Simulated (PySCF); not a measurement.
**Working out the ionisation energy of Ta**

Ta [Xe] 4f14 5d3 6s2 (4F) → Ta+ [Xe] 4f14 5d3 6s1 (5F). All numbers are calculated (PySCF 2.14, scalar relativity through the core potential, in aug-cc-pVDZ-PP with ECP60MDF (5s5p4d2f, 54 functions)). Frozen: 5s2 5p6. Energies in hartree (1 hartree = 27.21139 eV):

```csv
part,Ta (lower),Ta+ (upper)
UHF,-56.740352,-56.528667
MP2 opposite-spin,-0.040274,0.000000
MP2 same-spin,-0.021669,-0.021184
```

**Question.** What does Hartree-Fock give?

**Answer.** (-56.528667) − (-56.740352) = 0.211685 hartree = 5.760 eV.

**Question.** What do MP2 and SCS-MP2 (6/5 opposite-spin, 1/3 same-spin) give?

**Answer.** The opposite-spin parts differ by 1.096 eV and the same-spin parts by 0.013 eV. MP2: 5.760 + (1.096) + (0.013) = 6.869 eV. SCS-MP2: 5.760 + 1.2 × (1.096) + (0.013)/3 = 7.080 eV.

Measured between the centres of the two terms (NIST): 7.573 eV, so MP2 (valence) is off by -0.704 eV.

A double-zeta basis recovers only part of the correlation energy.

What remains against the reference includes basis incompleteness, the frozen core and correlation beyond second order.
